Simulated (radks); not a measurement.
Initial-state core-level shifts of the gallium ion Ga3+ when its valence configuration changes from [Ar] 3d10. Method: scalar-relativistic Kohn-Sham, BLYP, spin-polarised, spherical densities, finite nucleus; open shells are filled with parallel spins first; Fermi nuclear charge, rms radius 3.9973 fm; computed with a radial shooting solver on a logarithmic mesh with Libxc functionals. Shifts are changes of the shell-averaged eigenvalues in eV (positive: less bound); the change of the density at the nucleus, which sets a Mossbauer isomer shift, is in e/bohr^3, on a base of 2.854e+04.

| valence | 1s | 2s | 2p | 3p | density at nucleus |
|---|---|---|---|---|---|
| 3d9.5 4p0.5 | -5.670 | -6.170 | -6.121 | -5.251 | +1.997 |
| 3d9 4s1 | -10.065 | -11.162 | -11.067 | -9.127 | +26.518 |
| 3d8.5 4s1 4p0.5 | -16.207 | -17.895 | -17.749 | -14.630 | +30.312 |
| 3d8 4p2 | -23.945 | -26.245 | -26.035 | -21.604 | +9.503 |
| 3d9 4p1 | -11.560 | -12.611 | -12.510 | -10.615 | +4.251 |
| 3d8 4s1 4p1 | -22.548 | -24.875 | -24.675 | -20.213 | +34.402 |
| 3d8 4s2 | -21.321 | -23.653 | -23.464 | -18.990 | +58.027 |
| 3d7.5 4p2.5 | -30.431 | -33.423 | -33.157 | -27.209 | +12.487 |
| 3d9.5 4s0.5 | -4.904 | -5.430 | -5.384 | -4.488 | +12.552 |
